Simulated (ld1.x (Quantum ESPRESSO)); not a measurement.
## u(r) = r·R(r): atom against pseudo-atom (Ce)

Columns: radius, all-electron u(r) and pseudo u(r) of the 6p shell (level -5.49 eV) of cerium in the configuration [Kr] 4d10 4f1 5s2 5p6 5d1 6s1 6p0; PW91, non-relativistic, PAW scheme, ld1.x (Quantum ESPRESSO) 7.5.

```
r (bohr)  all-electron   pseudo
   0.175       -0.0875  -0.0007
   0.350        0.0314  -0.0026
   0.525        0.1458  -0.0051
   0.700        0.0776  -0.0075
   0.875       -0.0556  -0.0085
   1.050       -0.1678  -0.0071
   1.225       -0.2305  -0.0020
   1.400       -0.2440   0.0078
   1.575       -0.2186   0.0233
   1.750       -0.1663   0.0448
   1.925       -0.0981   0.0726
   2.100       -0.0223   0.1064
   2.275        0.0551   0.1453
   2.450        0.1298   0.1883
   2.625        0.1995   0.2338
   2.800        0.2625   0.2802
   2.975        0.3182   0.3258
   3.150        0.3662   0.3686
   3.325        0.4069   0.4073
   3.500        0.4403   0.4403
   3.675        0.4669   0.4669
   3.850        0.4870   0.4870
   4.025        0.5012   0.5012
   4.200        0.5099   0.5099
   4.375        0.5138   0.5138
   4.550        0.5132   0.5132
```

Q: How many radial nodes do the two functions have?

A: The all-electron 6p function has n − l − 1 = 4 (the table is too coarse to show those close to the nucleus); the pseudo-wave has 1, since 1 lower shell of the same l stays in the valence.

Q: At about which radius was the pseudo-wave matched?

A: 3.50 bohr, where the columns begin to agree (steps of 0.17 bohr).

Q: Is the pseudo-wave norm-conserving?

A: No, it belongs to a PAW set: the norm inside the radius is not constrained, and the difference is carried by the augmentation charge.
